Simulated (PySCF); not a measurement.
**Relaxation of quartet BrIrN**

Method: UPBE0 in PySCF with Ir def2-TZVP with ECP60, N def2-TZVP, Br def2-TZVP; scalar-relativistic core potentials, no spin–orbit coupling; density-fitted integrals. A (50,194) grid was used.

A hand-made linear start, of C∞v symmetry, held to at least that symmetry:

```xyz
3
charge 0 multiplicity 4, angstrom
Ir    0.0000    0.0000   -0.5658
N     0.0000    0.0000   -2.3158
Br    0.0000    0.0000    1.7942
```

At each step, columns x, y, z (Å) and Fx, Fy, Fz (eV/Å):

```
step 0  E − E(last) = 7.35 kJ/mol
Ir   0.000   0.000  -0.566   0.000   0.000  -2.762
N    0.000   0.000  -2.316   0.000   0.000   1.844
Br   0.000   0.000   1.794   0.000   0.000   0.918
step 1  E − E(last) = 0.44 kJ/mol
Ir   0.000   0.000  -0.601   0.000   0.000   0.165
N    0.000   0.000  -2.294   0.000   0.000  -0.454
Br   0.000   0.000   1.808   0.000   0.000   0.290
step 2  E − E(last) = 0.01 kJ/mol
Ir   0.000   0.000  -0.603   0.000   0.000  -0.089
N    0.000   0.000  -2.306   0.000   0.000   0.044
Br   0.000   0.000   1.822   0.000   0.000   0.045
step 3  E − E(last) = 0.00 kJ/mol
Ir   0.000   0.000  -0.605   0.000   0.000  -0.003
N    0.000   0.000  -2.307   0.000   0.000   0.001
Br   0.000   0.000   1.824   0.000   0.000   0.002
```

It ends at C∞v with Ir–Br 2.429 Å, Ir–N 1.702 Å; Br–Ir–N 180.0°. A frequency run shows 1 imaginary mode, down to 133i cm⁻¹, so it is a saddle point. Other isomers or separated fragments may lie lower.

Other spin states or occupations of the open shell can lie lower. Spin–orbit coupling, left out here, can matter for elements this heavy.
